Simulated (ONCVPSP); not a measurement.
**Before and after: ONCV potential for ruthenium**

ONCVPSP 4.0.1 input, shortened (lines: element, Z, core and valence counts, functional; n l f; lmax; l rc ep ncon nbas qcut; lloc lpopt rc5 dvloc0; l nproj debl; icmod fcfact rcfact), PBE, scalar-relativistic:

```
  Ru 44.00    6    4        4      upf
    1    0    2.00
    2    0    2.00
    2    1    6.00
    3    0    2.00
    3    1    6.00
    3    2   10.00
    4    0    2.00
    4    1    6.00
    4    2    7.50
    5    0    0.50
    2
    0    1.80    0.00    4    7    5.40
    1    1.55    0.00    4    8    8.20
    2    1.70    0.00    4    9    9.10
    4    4    1.00    0.00
    0    2    0.60
    1    3    2.40
    2    2    3.10
    0    0.00    0.00
```

All-electron outer shells of the reference configuration (PBE, scalar-relativistic, ld1.x):

| shell | level (eV) | outermost node (bohr) | outermost maximum (bohr) |
| --- | --- | --- | --- |
| 3d | -271.56 | – | 0.30 |
| 4s | -74.90 | 0.48 | 0.92 |
| 4p | -45.01 | 0.49 | 0.98 |
| 4d | -4.12 | 0.48 | 1.23 |
| 5s | -3.80 | 1.24 | 2.80 |

Change: s: ncon 5, nbas 8.

Cutoffs: the cutoffs (Ha) at which the residual kinetic energy of the hardest occupied pseudo-wave falls to 1 and 0.1 mHa per electron; they do not see the model core or the augmentation charge, which bear on the density cutoff. Errors are all-electron minus pseudo energies relative to the spin-unpolarised reference configuration.

Problem. How do hardness, ghosts and transferability respond?

Solution. The potential gets harder (25 Ha and 30 Ha → 25 Ha and 48 Ha); the errors of the 4 common tests hardly move; neither file shows a bound ghost.

```tsv
quantity	base	changed
cutoff, loose	25 Ha	25 Ha
cutoff, tight	30 Ha	48 Ha
loose cutoff by channel	s 11 Ha, p 19 Ha, d 25 Ha	s 18 Ha, p 19 Ha, d 25 Ha
bound ghosts	none	none
GHOST(+) flags under 300 eV	s at 137.8 eV	s at 182.9 eV
error for 4s2 4p6 4d7 5s1, meV [ΔE 0.32 eV]	+0.3	+0.4
error for 4s2 4p6 4d7 5s0, meV [ΔE 7.61 eV]	-0.5	-0.5
error for 4s2 4p6 4d6 5s0, meV [ΔE 25.80 eV]	-1.1	-1.2
error for 4s2 4p6 4d7 5s0.5, meV [ΔE 3.18 eV]	+0.2	+0.2
s: phases at 1.83 bohr within 0.05 rad from the reference energy up to (Ha; the scan ends near 5)	4.4	to the end of the scan
p: phases at 1.57 bohr within 0.05 rad from the reference energy up to (Ha; the scan ends near 5)	to the end of the scan	to the end of the scan
d: phases at 1.72 bohr within 0.05 rad from the reference energy up to (Ha; the scan ends near 5)	to the end of the scan	to the end of the scan
```
